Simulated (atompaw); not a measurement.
# u(r) = r·R(r): atom against pseudo-atom (neodymium (Nd))

Columns: radius, all-electron u(r) and pseudo u(r) of the 6p shell (level -3.48 eV) of neodymium in the configuration [Kr] 4d10 4f3 5s2 5p6 5d1 6s1.5 6p0; LDA (PW92), scalar-relativistic, PAW (atompaw) scheme, atompaw 4.2.0.5.

| r (bohr) | all-electron | pseudo |
| --- | --- | --- |
| 0.115 | -0.0221 | -0.0154 |
| 0.231 | -0.0748 | -0.0606 |
| 0.346 | 0.0510 | -0.1305 |
| 0.462 | 0.1308 | -0.2197 |
| 0.577 | 0.1162 | -0.3181 |
| 0.692 | 0.0449 | -0.4175 |
| 0.808 | -0.0434 | -0.5094 |
| 0.923 | -0.1220 | -0.5840 |
| 1.038 | -0.1802 | -0.6358 |
| 1.154 | -0.2153 | -0.6605 |
| 1.269 | -0.2280 | -0.6560 |
| 1.385 | -0.2220 | -0.6231 |
| 1.500 | -0.2013 | -0.5656 |
| 1.615 | -0.1696 | -0.4880 |
| 1.731 | -0.1298 | -0.3958 |
| 1.846 | -0.0853 | -0.2970 |
| 1.962 | -0.0377 | -0.1963 |
| 2.077 | 0.0107 | -0.1006 |
| 2.192 | 0.0588 | -0.0133 |
| 2.308 | 0.1061 | 0.0643 |
| 2.423 | 0.1511 | 0.1299 |
| 2.538 | 0.1937 | 0.1849 |
| 2.654 | 0.2340 | 0.2314 |
| 2.769 | 0.2710 | 0.2706 |
| 2.885 | 0.3054 | 0.3054 |
| 3.000 | 0.3363 | 0.3363 |

**Question.** How many radial nodes do the two functions have?

**Answer.** The all-electron 6p function has n − l − 1 = 4 (the table is too coarse to show those close to the nucleus); the pseudo-wave has 1, since 1 lower shell of the same l stays in the valence.

**Question.** Is the pseudo-wave norm-conserving?

**Answer.** No, it belongs to a PAW set: the norm inside the radius is not constrained, and the difference is carried by the augmentation charge.
